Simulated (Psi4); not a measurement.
C5H9NO, singlet, geometry from GFN2-xTB; B2PLYP/STO-3G run with Psi4.

Input for Psi4:
```
memory 2 GB

molecule {
0 1
C     2.10718030   -0.10566990    0.05077275
N     0.69270521    0.08905907   -0.09332066
C     0.14997135    0.98033666   -1.08972839
C    -1.32752946    1.09849129   -0.69883366
C    -1.60250964   -0.19679329    0.06324944
C    -0.23541035   -0.62430679    0.57963264
O    -0.00257823   -1.45674522    1.42691988
H     2.59806457    0.83177957    0.32361649
H     2.54565104   -0.47833752   -0.87929269
H     2.25899065   -0.83912003    0.84118692
H     0.27013507    0.54960589   -2.09371243
H     0.67024368    1.94223616   -1.06616009
H    -1.46840915    1.95525366   -0.03929380
H    -1.97158737    1.22354647   -1.56688659
H    -2.30886961   -0.08111558    0.88246881
H    -1.97274293   -0.98564829   -0.59459778
}

set {
  basis sto-3g
}

energy('b2plyp')
print_variables()
```

What the program printed (banner, timings and long lists left out):

```
   => Loading Basis Set <=

    Name: STO-3G
    Role: ORBITAL
    Keyword: BASIS

         ---------------------------------------------------------
                                   SCF
               by Justin Turney, Rob Parrish, Andy Simmonett
                          and Daniel G. A. Smith
                              RKS Reference
         ---------------------------------------------------------

  ==> Geometry <==

    Molecular point group: c1
    Full point group: C1

    Geometry (in Angstrom), charge = 0, multiplicity = 1:

       Center              X                  Y                   Z               Mass
    ------------   -----------------  -----------------  -----------------  -----------------
         C            2.113382789837    -0.064503462717     0.008859088618    12.000000000000
         N            0.698907699837     0.130225507283    -0.135234321382    14.003074004430
         C            0.156173839837     1.021503097283    -1.131642051382    12.000000000000
         C           -1.321326970163     1.139657727283    -0.740747321382    12.000000000000
         C           -1.596307150163    -0.155626852717     0.021335778618    12.000000000000
         C           -0.229207860163    -0.583140352717     0.537718978618    12.000000000000
         O            0.003624259837    -1.415578782717     1.385006218618    15.994914619570
         H            2.604267059837     0.872946007283     0.281702828618     1.007825032230
         H            2.551853529837    -0.437171082717    -0.921206351382     1.007825032230
         H            2.265193139837    -0.797953592717     0.799273258618     1.007825032230
         H            0.276337559837     0.590772327283    -2.135626091382     1.007825032230
         H            0.676446169837     1.983402597283    -1.108073751382     1.007825032230
         H           -1.462206660163     1.996420097283    -0.081207461382     1.007825032230
         H           -1.965384880163     1.264712907283    -1.608800251382     1.007825032230
         H           -2.302667120163    -0.039949142717     0.840555148618     1.007825032230
         H           -1.966540440163    -0.944481852717    -0.636511441382     1.007825032230

  Running in c1 symmetry.

  Rotational constants: A =      0.12700  B =      0.10101  C =      0.05925 [cm^-1]
  Rotational constants: A =   3807.48934  B =   3028.18485  C =   1776.32114 [MHz]
  Nuclear repulsion =  317.328638313486181

  Charge       = 0
  Multiplicity = 1
  Electrons    = 54
  Nalpha       = 27
  Nbeta        = 27

  ==> Algorithm <==

  SCF Algorithm Type is DF.
  DIIS enabled.
  MOM disabled.
  Fractional occupation disabled.
  Guess Type is SAD.
  Energy threshold   = 1.00e-06
  Density threshold  = 1.00e-06
  Integral threshold = 1.00e-12

  ==> Primary Basis <==

  Basis Set: STO-3G
    Blend: STO-3G
    Number of shells: 30
    Number of basis functions: 44
    Number of Cartesian functions: 44
    Spherical Harmonics?: true
    Max angular momentum: 1

  ==> DFT Potential <==

   => LibXC <=

    Version 7.1.2
    S. Lehtola, C. Steigemann, M. J. T. Oliveira, and M. A. L. Marques,  SoftwareX 7, 1–5 (2018) (10.1016/j.softx.2017.11.002)

   => Composite Functional: B2PLYP <=

    B2PLYP Double Hybrid Exchange-Correlation Functional

    S. Grimme, J. Chem. Phys., 124, 034108, 2006

    Deriv               =              1
    GGA                 =           TRUE
    Meta                =          FALSE

    Exchange Hybrid     =           TRUE
    MP2 Hybrid          =           TRUE

   => Exchange Functionals <=

    0.4700     XC_GGA_X_B88

   => Exact (HF) Exchange <=

    0.5300               HF

   => Correlation Functionals <=

    0.7300     XC_GGA_C_LYP

   => MP2 Correlation <=

    0.2700       MP2

   => LibXC Density Thresholds  <==

    XC_GGA_C_LYP:  1.00E-14
    XC_GGA_X_B88:  1.00E-15

   => Molecular Quadrature <=

    Radial Scheme          =       TREUTLER
[...]
  @DF-RKS Final Energy:  -321.15491278181707
[...]

   => Energetics <=

    Nuclear Repulsion Energy =            317.3286383134861808
    One-Electron Energy =               -1066.2785627809714697
    Two-Electron Energy =                 449.8573682505447664
    DFT Exchange-Correlation Energy =     -22.0623565648765414
    Empirical Dispersion Energy =           0.0000000000000000
    VV10 Nonlocal Energy =                  0.0000000000000000
    Total Energy =                       -321.1549127818170746

Computation Completed

Properties will be evaluated at   0.000000,   0.000000,   0.000000 [a0]

Properties computed using the SCF density matrix

 Multipole Moments:

 ------------------------------------------------------------------------------------
     Multipole            Electronic (a.u.)      Nuclear  (a.u.)        Total (a.u.)
 ------------------------------------------------------------------------------------

 L = 1.  Multiply by 2.5417464519 to convert [e a0] to [Debye]
 Dipole X            :         -0.5850864            0.6329340            0.0478475
 Dipole Y            :         -3.4753728            4.2008375            0.7254647
 Dipole Z            :          3.4974767           -4.2770885           -0.7796118
 Magnitude           :                                                    1.0660127

 ------------------------------------------------------------------------------------

   => Loading Basis Set <=

    Name: (STO-3G AUX)
    Role: RIFIT
    Keyword: DF_BASIS_MP2

	 --------------------------------------------------------
	                          DF-MP2
	      2nd-Order Density-Fitted Moller-Plesset Theory

	        Rob Parrish, Justin Turney, Andy Simmonett,
	           Ed Hohenstein, and C. David Sherrill
	 --------------------------------------------------------

   => Auxiliary Basis Set <=

  Basis Set: (STO-3G AUX)
    Blend: DEF2-SVP-RI
    Number of shells: 166
    Number of basis functions: 462
    Number of Cartesian functions: 520
    Spherical Harmonics?: true
    Max angular momentum: 3

	 --------------------------------------------------------
	                 NBF =    44, NAUX =   462
	 --------------------------------------------------------
	   CLASS    FOCC     OCC    AOCC    AVIR     VIR    FVIR
	   PAIRS       0      27      27      17      17       0
	 --------------------------------------------------------

	-----------------------------------------------------------
	 ==================> DF-MP2 Energies <====================
	-----------------------------------------------------------
	 Reference Energy          =    -321.1549127818170746 [Eh]
	 Singles Energy            =      -0.0000000000000000 [Eh]
	 Same-Spin Energy          =      -0.0789391650449293 [Eh]
	 Opposite-Spin Energy      =      -0.3887510028275304 [Eh]
	 Correlation Energy        =      -0.4676901678724598 [Eh]
	 Total Energy              =    -321.6226029496895080 [Eh]
	-----------------------------------------------------------
	 ================> DF-SCS-MP2 Energies <==================
	-----------------------------------------------------------
	 SCS Same-Spin Scale       =       0.3333333333333333 [-]
	 SCS Opposite-Spin Scale   =       1.2000000000000000 [-]
	 SCS Same-Spin Energy      =      -0.0263130550149764 [Eh]
	 SCS Opposite-Spin Energy  =      -0.4665012033930365 [Eh]
	 SCS Correlation Energy    =      -0.4928142584080130 [Eh]
	 SCS Total Energy          =    -321.6477270402251065 [Eh]
	-----------------------------------------------------------

    B2PLYP Energy Summary
    ---------------------
    DFT Reference Energy                  =  -321.1549127818170746
    Scaled MP2 Correlation                =    -0.1262763453255641
    @Final double-hybrid DFT total energy =  -321.2811891271426248

  Variable Map:
  ----------------------------------------------------------------------------
[...]
  Array Variable Map:
  ----------------------------------------------------------------------------
[...]
[...]
```
